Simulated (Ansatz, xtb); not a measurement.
**Two isomers of C4H8BN**

We compare I, `B[C@@H](C)CC#N`, a singlet, with II, `BC[C@@H](C)C#N`, a singlet. Both are isolated molecules in the gas phase, relaxed with B3LYP/def2-SVP, each in the lowest conformer that the search found.

Quicker runs give these differences E(II) − E(I): GFN2-xTB −1.67 kcal/mol; HF/STO-3G −1.87 kcal/mol (at GFN2-xTB geometries); r2SCAN-D4/def2-SVP −1.96 kcal/mol (at GFN2-xTB geometries).

Question: Estimate E(II) − E(I) at the level CCSD(T)/def2-SVP + ΔMP2/def2-TZVPP.

Answer: Calculated at CCSD(T)/def2-SVP + ΔMP2/def2-TZVPP: E(II) − E(I) = −1.95 kcal/mol, so structure II lies lower.

Level by level:

```
                             level        geometry  E(II) − E(I) (kcal/mol)  departure from the last row (kcal/mol)  job, with rough time for the two
                          GFN2-xTB        GFN2-xTB                     −1.67                                   +0.27              optimisation, 0.67 s
                         HF/STO-3G        GFN2-xTB                     −1.87                                   +0.07               single point, 2.4 s
                r2SCAN-D4/def2-SVP        GFN2-xTB                     −1.96                                   −0.01                single point, 13 s
                    B3LYP/def2-SVP  B3LYP/def2-SVP                     −1.54                                   +0.41               optimisation, 3 min
                       HF/def2-SVP  B3LYP/def2-SVP                     −2.03                                   −0.08           part of the CCSD(T) run
                      MP2/def2-SVP  B3LYP/def2-SVP                     −2.01                                   −0.07           part of the CCSD(T) run
                  CCSD(T)/def2-SVP  B3LYP/def2-SVP                     −1.94                                    0.00                      single point
CCSD(T)/def2-SVP + ΔMP2/def2-TZVPP  B3LYP/def2-SVP                     −1.95                                                       single point, 2 min
```

As drawn, both hold the same kinds of bond in the same numbers.

None of the levels shown reverses the order. The largest departure from CCSD(T)/def2-SVP + ΔMP2/def2-TZVPP is that of B3LYP/def2-SVP, 0.41 kcal/mol. The last row adds to CCSD(T) the change of the MP2 difference between the two basis sets, here 0.00 kcal/mol.

With thermal terms from frequencies at re-optimised GFN2-xTB minima (ideal gas, soft modes damped towards free rotors, one conformer each, 298.15 K, 1 atm): the zero-point term adds −0.10 kcal/mol; ΔH is −2.00 and ΔG −2.06 kcal/mol.

The correlated steps freeze 6 core orbitals. Codes used: Ansatz 0.2.0, xtb 6.7.1; the last row on 2 threads of Intel(R) Xeon(R) Processor @ 2.50GHz (Skylake/Cascade Lake) on a shared host.
